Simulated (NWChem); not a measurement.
Molecule: CH$_{3}$BO$_{3}$; SMILES O=CB(O)O

```xyz
8

O      0.1386    -1.8817     0.0000
C     -0.6386    -0.9485     0.0000
B     -0.0271     0.5408     0.0000
O      1.3202     0.6222     0.0000
O     -0.8376     1.6195     0.0000
H     -1.7427    -1.1432     0.0000
H      1.6749    -0.2819     0.0000
H     -0.3481     2.4508     0.0000
```
Atoms are numbered in this order, from 1.

Structure relaxed at the PBE0/def2-SVP level.

### Question
Give the principal values of the shielding tensors (ppm) of O1, C2, B3, O4, O5 from PBE/pcSseg-1, GIAO (NWChem), with their diamagnetic and paramagnetic parts as GIAO splits them.

### Answer
```json
[
 {"atom": "O1", "σ11": "-1458.7", "σ22": "-536.4", "σ33": "394.0", "isotropic": "-533.7", "diamagnetic": "401.8", "paramagnetic": "-935.5"},
 {"atom": "C2", "σ11": "-169.2", "σ22": "-90.9", "σ33": "91.2", "isotropic": "-56.3", "diamagnetic": "253.0", "paramagnetic": "-309.3"},
 {"atom": "B3", "σ11": "43.6", "σ22": "91.6", "σ33": "107.8", "isotropic": "81.0", "diamagnetic": "196.6", "paramagnetic": "-115.6"},
 {"atom": "O4", "σ11": "67.4", "σ22": "230.3", "σ33": "323.1", "isotropic": "207.0", "diamagnetic": "390.1", "paramagnetic": "-183.2"},
 {"atom": "O5", "σ11": "96.8", "σ22": "263.4", "σ33": "292.4", "isotropic": "217.5", "diamagnetic": "387.7", "paramagnetic": "-170.2"}
]
```
